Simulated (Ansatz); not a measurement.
# Relaxing a trial structure of Al3F3H6

The starting geometry of this gas-phase triplet was optimised with GFN2-xTB.

```yaml
atoms:
  - { symbol: Al, position_ang: [1.6158, 0.2010, 0.6208] }
  - { symbol: Al, position_ang: [-0.7392, 1.3349, 0.6191] }
  - { symbol: Al, position_ang: [-0.6912, -1.5831, -0.9618] }
  - { symbol: F, position_ang: [0.7457, 1.4228, -0.5274] }
  - { symbol: F, position_ang: [-1.3879, -0.0555, -0.4425] }
  - { symbol: F, position_ang: [0.9372, -1.1678, -0.4417] }
  - { symbol: H, position_ang: [2.9593, 0.5161, -0.1694] }
  - { symbol: H, position_ang: [2.1871, -0.7709, 1.7397] }
  - { symbol: H, position_ang: [-1.3458, 2.5788, -0.1634] }
  - { symbol: H, position_ang: [-1.8584, 1.1742, 1.7363] }
  - { symbol: H, position_ang: [-0.7208, -1.6555, -2.4976] }
  - { symbol: H, position_ang: [-1.2107, -2.6676, 0.0044] }
```

**Question.** Where would you expect an optimisation with r2SCAN-D4/def2-SVP to take it?

**Answer.** A bond breaks, giving a structure with F4 bridging Al2 and Al1, F5 bridging Al3 and Al2, F6 bridging Al1 and Al3, given below by its coordinates. Distances that change by over a tenth: Al2–H10 (1.59 → 1.81 Å). Contacts that open: Al1–Al2 (2.61 → 3.57 Å).

The energy falls by 1.71 eV over 29 steps:

```
step  E − E(last) (eV)
   1             1.708
   4             1.251
   7             0.766
  10             0.245
  13             0.048
  17             0.005
  20             0.001
  23             0.001
  26             0.000
  29             0.000
```

Final geometry (Å):

| atom | x (Å) | y (Å) | z (Å) |
| --- | --- | --- | --- |
| Al | 2.1086 | -0.0416 | 0.3190 |
| Al | -1.1297 | 1.2659 | 1.0654 |
| Al | -0.7155 | -1.6734 | -0.8951 |
| F | 0.7015 | 0.9425 | 0.9072 |
| F | -1.3583 | -0.2452 | 0.0340 |
| F | 1.0128 | -1.2266 | -0.5346 |
| H | 2.8577 | 0.7906 | -0.7918 |
| H | 2.7333 | -0.7894 | 1.5595 |
| H | -1.1610 | 2.6737 | 0.1469 |
| H | -2.5350 | 2.0003 | 0.2002 |
| H | -0.9691 | -1.3975 | -2.4267 |
| H | -1.0542 | -2.9721 | -0.0672 |

No frequencies were run, so the end isn't proven a minimum. Open shells are spin-unrestricted. The triplet needn't be the ground state. Run with Ansatz 0.2.0, 2.7 min on 2 threads of AMD EPYC 9R45 96-Core Processor (Zen 5), on a shared host.
